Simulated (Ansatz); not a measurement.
Consider the ligand exchange at the Si–C bond: `F[SiH2]C[SiH3]` + `C[NH][GeH3]` → `C[N]([GeH3])[SiH2]F` + `C[SiH3]`.

Program: Ansatz. Geometries: PBE0-D4/def2-TZVP. ΔE: electronic, gas phase. CCSD(T)/CBS adds triple-zeta CCSD(T) − MP2 to the extrapolated MP2 energy (def2 sets, frozen cores). This one scheme is used for every species. Functionals use def2-TZVPP. B3LYP here is the variant with VWN-RPA as its local correlation; programs differ in this. For Ge outer-core shells are correlated without core-valence functions, which leaves a few kJ/mol of doubt a bond. Scalar relativity is left out up to krypton. Each species was taken in one conformer, which may not be the lowest.

`F[SiH2]C[SiH3]`:

Cartesian coordinates in Å:
```
F -1.001 0.530 2.033
Si -0.386 -0.775 1.332
C -0.301 -0.504 -0.499
Si 0.584 1.061 -1.038
H 0.970 -0.989 1.896
H -1.269 -1.915 1.685
H 0.223 -1.364 -0.934
H -1.314 -0.503 -0.917
H -0.190 2.261 -0.635
H 1.930 1.123 -0.407
H 0.754 1.076 -2.516
```

`C[NH][GeH3]`:

Z-matrix (Å, degrees):
```
C
N 1 1.450
H 1 1.100 2 114.8
H 1 1.094 2 110.2 3 121.9
H 1 1.094 2 109.5 3 -120.8
Ge 2 1.838 1 118.0 3 67.0
H 2 1.010 1 111.6 3 -66.0
H 6 1.549 2 113.3 1 -56.3
H 6 1.536 2 107.2 1 -177.3
H 6 1.537 2 107.0 1 63.0
```

`C[N]([GeH3])[SiH2]F`:

```xyz
13

C    -1.220    0.745    0.555
N    -0.133   -0.026   -0.040
Ge    1.172    0.976   -0.882
Si    0.010   -1.688    0.272
F     0.665   -2.021    1.700
H    -1.664    1.429   -0.177
H    -0.889    1.339    1.414
H    -2.017    0.080    0.901
H     0.486    1.795   -1.991
H     2.212    0.007   -1.454
H     1.815    1.943    0.131
H    -1.343   -2.292    0.314
H     0.905   -2.288   -0.743
```

`C[SiH3]`:

Z-matrix (Å, degrees):
```
C
Si 1 1.871
H 1 1.092 2 110.8
H 1 1.092 2 110.8 3 -120.0
H 1 1.092 2 110.8 3 120.0
H 2 1.488 1 110.7 3 -179.9
H 2 1.488 1 110.7 3 -59.9
H 2 1.488 1 110.7 3 60.1
```

```
          level  ΔE (kJ/mol)  difference from CCSD(T)/CBS
       B3LYP-D4        -75.8                         -0.4
        ωB97X-V        -73.0                          2.4
        ωB97M-V        -74.0                          1.4
         B2PLYP        -75.8                         -0.4
           PBE0        -67.6                          7.8
          B3LYP        -72.2                          3.2
  HF/def2-TZVPP        -75.0                          0.4
CCSD/def2-TZVPP        -76.2                         -0.8
 MP2/def2-QZVPP        -78.6                         -3.2
   HF/CBS(def2)        -75.7                         -0.3
    CCSD(T)/CBS        -75.4                            0
```

Largest T1 diagnostic among the species: 0.012.

The D4 term adds −3.6 kJ/mol with B3LYP and −2.0 kJ/mol with PBE0; it sums over pairs of atoms, weighted by their polarisabilities, and B3LYP, whose exchange is more repulsive, gets the larger term.
